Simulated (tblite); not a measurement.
Input of a run (GFN2-xTB geometry optimisation, gas phase (tblite 0.8.0)), started from a force field or distance geometry:
```
{"job": {"kind": "relax", "xc": "GFN2-xTB", "basis": "xTB"}, "charge": 0, "multiplicity": 1}
C     -1.857500    -0.872300     0.636700
Si    -0.559700     0.100000    -0.286800
N     -1.195100     0.498500    -1.869000
C      0.945200    -0.967000    -0.503200
Si     2.390700    -0.454500     0.550200
C     -0.169600     1.721600     0.566900
F     -1.248000     2.569200     0.350700
F      0.034900     1.575700     1.920300
F      0.904500     2.280500    -0.091700
H     -2.814800    -0.294100     0.660100
H     -2.076500    -1.855500     0.166800
H     -1.544700    -1.058400     1.694000
H     -1.171100    -0.254100    -2.559000
H     -2.069600     1.056700    -1.864200
H      0.712300    -2.032400    -0.269200
H      1.237100    -0.946400    -1.560600
H      2.624500    -1.423200     1.635000
H      2.251000     0.875800     1.118200
H      3.597000    -0.510800    -0.302800
```

Output (eV, eV/Å):
```
step      E/eV     max force
  0    -873.03828    2.492
  1    -873.31552    1.178
  2    -873.45406    0.827
  3    -873.50813    0.466
  4    -873.54325    0.336
  5    -873.56317    0.503
  6    -873.59256    0.479
  7    -873.61267    0.300
  8    -873.62668    0.221
  9    -873.63470    0.200
 10    -873.64101    0.242
 11    -873.64694    0.193
 12    -873.65268    0.192
 13    -873.65846    0.206
 14    -873.66498    0.235
 15    -873.67245    0.290
 16    -873.67988    0.246
 17    -873.68563    0.150
 18    -873.68951    0.155
 19    -873.69249    0.121
 20    -873.69521    0.131
 21    -873.69766    0.101
 22    -873.69964    0.101
 23    -873.70135    0.099
 24    -873.70324    0.120
 25    -873.70537    0.123
 26    -873.70742    0.091
 27    -873.70920    0.101
 28    -873.71073    0.127
 29    -873.71217    0.146
 30    -873.71374    0.116
 31    -873.71547    0.105
 32    -873.71729    0.130
 33    -873.71895    0.121
 34    -873.72011    0.105
 35    -873.72086    0.080
 36    -873.72150    0.079
 37    -873.72225    0.090
 38    -873.72320    0.120
 39    -873.72417    0.096
 40    -873.72498    0.086
 41    -873.72577    0.072
 42    -873.72647    0.067
 43    -873.72698    0.056
 44    -873.72741    0.055
 45    -873.72799    0.066
 46    -873.72898    0.093
 47    -873.73049    0.139
 48    -873.73204    0.120
 49    -873.73325    0.074
 50    -873.73416    0.067
 51    -873.73501    0.100
 52    -873.73636    0.134
 53    -873.73843    0.125
 54    -873.74073    0.111
 55    -873.74334    0.118
 56    -873.74652    0.148
 57    -873.75078    0.223
 58    -873.75316    0.192
 59    -873.75772    0.146
 60    -873.76024    0.143
 61    -873.76409    0.182
 62    -873.76811    0.242
 63    -873.77320    0.200
 64    -873.77687    0.126
 65    -873.77906    0.112
 66    -873.78025    0.116
 67    -873.78141    0.085
 68    -873.78263    0.092
 69    -873.78379    0.092
 70    -873.78566    0.116
 71    -873.78720    0.083
 72    -873.78821    0.069
 73    -873.78892    0.068
 74    -873.78979    0.085
 75    -873.79084    0.102
 76    -873.79199    0.099
 77    -873.79315    0.105
 78    -873.79439    0.075
 79    -873.79571    0.091
 80    -873.79676    0.072
 81    -873.79724    0.040
 82    -873.79748    0.038
 83    -873.79769    0.040
 84    -873.79795    0.045
 85    -873.79819    0.040
 86    -873.79835    0.026
 87    -873.79844    0.020
 88    -873.79852    0.016
 89    -873.79858    0.014
 90    -873.79862    0.013
 91    -873.79865    0.013
 92    -873.79869    0.013
 93    -873.79875    0.023
 94    -873.79885    0.031
 95    -873.79899    0.031
 96    -873.79915    0.025
 97    -873.79928    0.026
 98    -873.79939    0.025
 99    -873.79948    0.027
100    -873.79955    0.021
101    -873.79961    0.013
102    -873.79966    0.015
103    -873.79971    0.017
104    -873.79976    0.022
105    -873.79980    0.017
106    -873.79982    0.009
```

Summarise the run.

The energy falls by 17.6 kcal/mol over 106 L-BFGS steps, the largest force on an atom goes from 2.49 to 0.009 eV/Å, and the atoms move by 0.515 Å rms after alignment. The bond that changes most is Si2–C6 (four-coordinate silicon to CF3 carbon), which lengthens by 0.076 Å. Bonds longer at the end by more than 0.005 Å: 5 of 18; shorter: 13. Among the angles that change most is C1–Si2–N3, from 108.3° to 117.8°. Among the dihedrals that turn most is Si2–C4–Si5–H17, from 109° to 56°. The energy never rose by more than 1e-5 eV on the way. The first step brought 36 % of the lowering.

What are the final bond lengths?

C1–Si2 1.902 Å, Si2–N3 1.722 Å, Si2–C4 1.892 Å, C4–Si5 1.911 Å, Si2–C6 1.950 Å, C6–F7 1.354 Å, C6–F8 1.351 Å, C6–F9 1.348 Å, C1–H10 1.087 Å, C1–H11 1.086 Å, C1–H12 1.086 Å, N3–H13 1.006 Å, N3–H14 1.008 Å, C4–H15 1.089 Å, C4–H16 1.090 Å, Si5–H17 1.466 Å, Si5–H18 1.459 Å, Si5–H19 1.467 Å. Numbering counts from 1 in the input's order; the species is `FC(F)([Si@@](N)(C[SiH3])C)F`.

Hardware: one thread of an Arm Neoverse V1 (shared host). Cost: 1.0 s wall.

Its GFN2-xTB frequencies are all real (lowest 29 cm⁻¹). One conformer, not necessarily the lowest. 2 starts were optimised and ended at 0.00 and 0.41 kcal/mol (GFN2-xTB); the lowest of these is shown.

All values are computed, not measured.
